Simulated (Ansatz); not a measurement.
A nudged elastic band was laid between two geometries of C2H8BN (12 atoms, charge 0, multiplicity 1).

Computed with RKS PBE0/cc-pVDZ in Ansatz 0.2.0.

```
movable images  : 7
climbing image  : yes
spring          : 5.0 eV/Å²
optimiser       : quadratic models (default)
start path      : through a guess of the saddle point
force threshold : 0.05 eV/Å
iteration limit : 60
end points      : relaxed
```

Initial state:

```xyz
12
Properties=species:S:1:pos:R:3
B -0.467 0.590 0.663
C 0.689 -0.236 -0.023
C 0.216 -1.548 -0.657
N -0.662 1.947 0.411
H -0.086 2.480 -0.229
H -1.226 0.058 1.448
H 1.428 -0.473 0.768
H 1.236 0.370 -0.768
H 1.053 -2.136 -1.067
H -0.305 -2.181 0.080
H -0.491 -1.365 -1.483
H -1.387 2.495 0.854
```

Final state:

```xyz
12
Properties=species:S:1:pos:R:3
B -2.194 1.768 1.826
C 1.276 -0.334 -0.449
C 0.574 -1.589 -0.944
N -1.445 2.098 0.893
H 0.622 0.255 0.214
H -2.901 1.448 2.716
H 2.188 -0.578 0.118
H 1.577 0.317 -1.287
H 1.223 -2.181 -1.610
H 0.279 -2.242 -0.108
H -0.341 -1.344 -1.506
H -0.859 2.382 0.137
```

**Question.** What changes between the two ends?

**Answer.** Bonds broken: B1–C2, N4–H5. Bonds formed: C2–H5. C2H8BN becomes BH2N + C2H6.

**Question.** Give the energies along the band, and the barrier.

**Answer.** The forces met the threshold. The highest image is number 2 of 0 to 8, 77.3 kcal/mol above the first end and 41.4 kcal/mol above the last; the last end lies 35.9 kcal/mol above the first. Neighbouring images differ by up to 2.9 eV, so the band resolves the path poorly. A vibrational analysis at the climbing image gives one clearly imaginary mode, 1329i cm⁻¹: a first-order saddle point. The orbitals stay closed-shell, which can raise the energy where a bond breaks towards radicals; this wasn't checked here.

```
image  path coordinate (Å)  energy (kcal/mol)  B1–C2 (Å)  N4–H5 (Å)  C2–H5 (Å)
    0                 0.00                0.0       1.58       1.01       2.83
    1                 0.97                9.5       1.59       1.01       2.25
    2                 1.93               77.3       1.81       1.41       1.30
    3                 2.89               49.8       2.58       2.05       1.10
    4                 3.85               37.4       3.26       2.70       1.10
    5                 4.81               36.3       3.87       3.03       1.10
    6                 5.76               36.1       4.21       2.95       1.10
    7                 6.72               36.0       4.47       2.87       1.10
    8                 7.68               35.9       4.65       2.85       1.10
```

**Question.** What is the geometry of the highest image?

**Answer.** 
```xyz
12
Properties=species:S:1:pos:R:3:forces:R:3
B -0.585 0.723 0.880 -0.01 -0.01 0.02
C 0.731 -0.077 -0.076 0.00 0.00 0.00
C 0.163 -1.346 -0.694 0.00 0.00 0.00
N -0.781 1.945 0.352 0.01 0.01 -0.01
H 0.132 1.066 -0.270 0.00 0.00 -0.01
H -0.981 -0.054 1.713 0.00 0.00 0.00
H 1.377 -0.254 0.798 0.00 0.00 0.00
H 1.413 0.428 -0.796 0.00 0.00 0.00
H 0.961 -2.027 -1.024 0.00 0.00 0.00
H -0.467 -1.890 0.026 0.00 0.00 0.00
H -0.463 -1.110 -1.568 0.00 0.00 0.00
H -1.500 2.595 0.659 0.00 0.00 0.00
```

The run took 2.5 min on 2 threads of Intel(R) Xeon(R) 6975P-C (Granite Rapids), with other jobs on the host, peak memory 0.2 GiB.
